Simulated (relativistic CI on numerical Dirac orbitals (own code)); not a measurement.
Transition arrays of Er²²⁺

Method of calculation: Dirac-Coulomb-Breit CI, orbitals from a KLI potential per configuration, QED by a radiative potential, valence Slater integrals scaled by 0.9, whole transition arrays (own radial code, finite nucleus).

Configuration list (outside the closed core [Kr]): 4d10, 4d9 4f, 4d9 5p, 4d9 5f. Levels of other configurations are missing.

All E1 lines from the levels of 4d10; mean and standard deviation are weighted by gf, and upper levels are sorted by their leading configuration.

```tsv
Upper configuration	Lines	Σgf	Mean (eV)	Mean (nm)	σ (eV)	Strongest line (nm)
4d9 4f	3	7.7	212.29	5.840	3.71	5.831
4d9 5p	3	1.0	295.52	4.196	4.19	4.180
4d9 5f	3	1.4	428.08	2.896	4.51	2.924
```

Σgf per state of the lower configuration in bins of 0.1 nm over the central range (centre: value): 2.85: 0.67, 2.95: 0.78, 4.05: 0.08, 4.15: 0.58, 4.25: 0.30, 5.85: 7.66.

**Question.** How do configuration mixing and the scaling of the Slater integrals move the arrays?

**Answer.** Slater scale 0.9, no configuration mixing: 4d9 4f 212.4 ± 3.7 eV (Σgf 7.6), 4d9 5p 295.8 ± 4.2 eV (Σgf 1.1), 4d9 5f 428.0 ± 4.5 eV (Σgf 1.6); Slater scale 1: 4d9 4f 216.6 ± 3.7 eV (Σgf 7.9), 4d9 5p 295.6 ± 4.2 eV (Σgf 0.9), 4d9 5f 428.2 ± 4.5 eV (Σgf 1.5); Slater scale 0.8: 4d9 4f 208.0 ± 3.7 eV (Σgf 7.6), 4d9 5p 295.4 ± 4.2 eV (Σgf 1.0), 4d9 5f 428.0 ± 4.5 eV (Σgf 1.4). With mixing, levels are counted to their leading configuration, so an array can shrink or vanish into another, and the sums then hold other lines.
